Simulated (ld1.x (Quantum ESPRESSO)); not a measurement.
## Transferability test, TM potential for chlorine

Cl (Z = 17), norm-conserving Troullier–Martins (Kleinman–Bylander form), made with ld1.x (Quantum ESPRESSO) 7.5 (LDA (PZ), scalar-relativistic). Core [Ne], reference 3s2 3p3.5 (charge +1.5). Waves: 3s (bound): rc 0.90 bohr; 3p (bound): rc 1.00 bohr; 3d channel at 0.2 Ry: rc 1.05 bohr. Local part: the d channel. Core correction: none.

Energies are relative to the spin-unpolarised reference configuration 3s2 3p3.5; without spin polarisation the order of configurations can differ from experiment. Spin-polarised rows fill each open shell by Hund’s rule, majority spin first.

| valence configuration | charge | ΔE all-electron (eV) | error AE − PS (meV) |
| --- | --- | --- | --- |
| 3s2 3p4 | +1 | -11.232 | -4.2 |
| 3s2 3p3 | +2 | 14.296 | -5.6 |
| 3s1 3p5 | +1 | 1.362 | +12 |
| 3s2 3p4.5 | +0.5 | -19.569 | -17 |
| 3s1 3p6 | 0 | -13.155 | +10 |
| 3s2 3p2 | +3 | 52.691 | -47 |
| 3s2 3p3.5 (spin-polarised) | +1.5 | -1.503 | +162 |
| 3s2 3p5 (spin-polarised) | 0 | -25.389 | -18 |

Q: What are ΔE and the potential's error for 3s2 3p5?

A: ΔE = -25.203 eV all-electron; the error (AE − PS) is -34 meV.

Levels in the configuration 3s1 3p6:

```json
{"level": "3s", "all-electron (eV)": "-21.346", "pseudo (eV)": "-21.303"}
{"level": "3p", "all-electron (eV)": "-9.239", "pseudo (eV)": "-9.236"}
```

Note: ghost state, extra bound levels that the all-electron valence spectrum of the same l lacks: s at -47.4 eV. A true bound ghost makes a file unfit for plane-wave use.
